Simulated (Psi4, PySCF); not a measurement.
C4H14BNSi (SMILES C[SiH2]N(C)B(C)C), singlet, at a GFN2-xTB geometry, atoms displaced at random by about 0.08 Å a coordinate. Base run: R2SCAN/STO-3G, gradient run with PySCF.

Here is a job for PySCF.
```python
from pyscf import gto, scf, dft

mol = gto.M(
    atom='''
Si    0.97008649    1.11536553   -0.27919047
C     2.86312922    0.36320819   -0.34972277
N     0.00567645   -0.30723494   -0.16746518
C     0.61811861   -1.79200963   -0.03409107
B    -1.48186826   -0.12491431    0.20945729
C    -2.23237334   -1.52660185    0.45752490
C    -1.89465835    1.25681340    0.30685623
H     0.85607690    1.68848728   -1.70815444
H     0.89976599    1.79143651    0.65292180
H     3.65245474    1.25450701   -0.36808526
H     3.17179805   -0.10509124    0.70454516
H     3.02395517   -0.28686176   -1.27856499
H     1.46469239   -1.62642358   -0.45477625
H     0.58860969   -2.03369958    0.95570013
H    -0.08945213   -2.43233185   -0.55834814
H    -2.37864199   -2.17220787   -0.30844822
H    -3.35643120   -1.26897907    0.83112823
H    -2.09886317   -2.06530300    1.28685400
H    -1.55684623    1.92195792   -0.60444243
H    -3.18635872    1.19719318    0.19968284
H    -1.76126114    1.94196852    1.14239766
''',
    basis='sto-3g',
    verbose=4,
)

mf = dft.RKS(mol)
mf.xc = 'r2scan'
mf.kernel()
g = mf.nuc_grad_method()
grad = g.kernel()
```

Programs used: Psi4, PySCF; a row that names a program was run with it.

The coordinate followed is x of atom 3.

Each row names what was changed in the base input (with any setting that the change needs).

```
change                                                  dE/dx (Eh/bohr)  net force (Eh/bohr)
------------------------------------------------------  ---------------  -------------------
base                                                           0.101911             0.000855
conv_tol = 1e-6                                                0.101902             0.000855
code = psi4                                                    0.102513             0.001103
grids.level = 5; grid_response = on                            0.102300             0.000000
conv_tol = 1e-4                                                0.101568             0.000854
grids.level = 0; grid_response = on                                   …             0.000000
finite difference step (bohr) = 0.05; conv_tol = 1e-11         0.102025                    -
finite difference step (bohr) = 0.2; conv_tol = 1e-11                 …                    -
grids.level = 1; grid_response = on                            0.102211             0.000000
finite difference step (bohr) = 1e-5; conv_tol = 1e-11         0.102269                    -
finite difference step (bohr) = 1e-4; conv_tol = 1e-11         0.102269                    -
finite difference step (bohr) = 1e-3; conv_tol = 1e-11         0.102269                    -
```

**Question.** Fill in the missing entries.

**Answer.** 
- grids.level = 0; grid_response = on, dE/dx (Eh/bohr): 0.104643
- finite difference step (bohr) = 0.2; conv_tol = 1e-11, dE/dx (Eh/bohr): 0.098327

The net force is zero for an exact gradient.
